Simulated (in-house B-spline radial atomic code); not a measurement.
## Ionising the phosphorus ion P⁺ with different functionals

Computed with an all-electron radial atomic-structure program (B-spline basis): four-component Dirac-Coulomb Hamiltonian, Fermi nucleus of rms radius 3.1889 fm, spin-restricted, spherical fractional occupations for the functionals, and exact exchange of hybrids averaged over the configuration. The ionisation energy is the difference of two self-consistent energies, [Ne] 3s2 3p2 → [Ne] 3s2 3p1, without Breit or QED terms; ε is the level of the shell that loses the electron (mean over j). The electron is taken from both j subshells in proportion to 2j + 1, so the result is a j average, not the step between ground levels.

| method | rung | ΔSCF (eV) | -ε(3p) (eV) |
| --- | --- | --- | --- |
| B3LYP | global hybrid | 19.22 | 15.35 |
| B97-1 | global hybrid | 19.14 | 15.34 |
| LC-wPBE | range-separated hybrid | 19.35 | 18.56 |
| wB97X | range-separated hybrid | 19.18 | 18.13 |

**Question.** Among the functionals, which spreads more, the ΔSCF values or the orbital energies?

**Answer.** The orbital energies: ΔSCF values span about 0.21 eV and the orbital energies 3.22 eV; here energy differences depend much less on the functional than eigenvalues do.

**Question.** How do they compare with the NIST value?

**Answer.** NIST lists 19.769 eV (semi-empirical, ground level to ground level). Errors run from -0.63 to -0.42 eV; LC-wPBE is closest (-0.42 eV), but part of that can be cancellation, since the calculations leave out Breit-QED terms, spin polarisation, the choice among j levels, multiplet and fine-structure energies.
